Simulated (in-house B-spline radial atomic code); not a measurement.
# Ionising neutral helium with different functionals

Computed with a B-spline radial code for spherical atoms: non-relativistic Hamiltonian, point nucleus, spin-polarised at highest spin, spherical fractional occupations for the functionals, and exact exchange of hybrids averaged over the configuration. The ionisation energy is the difference of two self-consistent energies, 1s2 → 1s1, without Breit or QED terms; ε is the level of the shell that loses the electron (its least bound occupied spin orbital).

| method | rung | ΔSCF (eV) | -ε(1s) (eV) |
| --- | --- | --- | --- |
| PBE0 | global hybrid | 24.45 | 18.22 |
| B3LYP | global hybrid | 24.94 | 18.00 |
| TPSSh | global hybrid | 24.73 | 17.23 |
| BHandHLYP | global hybrid | ? | ? |
| r2SCAN0 | global hybrid | 24.58 | 18.77 |
| B97-1 | global hybrid | 24.63 | 17.90 |
| HSE06 | range-separated hybrid | 24.47 | 17.82 |
| wB97X | range-separated hybrid | ? | ? |
| CAM-B3LYP | range-separated hybrid | 24.80 | 19.96 |
| LC-wPBE | range-separated hybrid | 24.64 | 21.20 |

**Question.** What does BHandHLYP give?

**Answer.** ΔSCF 24.72 eV, and -ε(1s) = 20.84 eV.

**Question.** What does wB97X give?

**Answer.** ΔSCF 24.65 eV, and -ε(1s) = 20.91 eV.

**Question.** Among the functionals, which spreads more, the ΔSCF values or the orbital energies?

**Answer.** The orbital energies: ΔSCF values span about 0.49 eV and the orbital energies 3.97 eV; here energy differences depend much less on the functional than eigenvalues do.

**Question.** How do they compare with the NIST value?

**Answer.** NIST lists 24.587 eV (measured, ground level to ground level). Errors run from -0.14 to +0.35 eV; r2SCAN0 is closest (-0.00 eV), but part of that can be cancellation, since the calculations leave out relativity, Breit-QED terms.
